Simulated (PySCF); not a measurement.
CH4AlFS, SMILES C[S][AlH][F].

Geometry optimised at B3LYP-D3(BJ)/def2-SVP. The values are those of a single conformer.

The numbers are results of ωB97X/def2-TZVP (PySCF), not measurements.

The molecule is in vacuum.

| Property | Value |
|---|---|
| total energy | -781.12941 hartree |
| point group | Cs |
| highest occupied level | -9.76 eV |
| lowest empty level | 0.99 eV |
| orbital gap | 10.76 eV |
| dipole moment | 2.74 D |
| quadrupole, principal values (traceless, Buckingham form, about the centre of nuclear charge) | -3.26, -1.39, 4.66 D·Å |
| mean static polarisability | 55.4 bohr³ (8.20 Å³) |
| polarisability, principal values | 44.2, 55.0, 66.9 bohr³ |
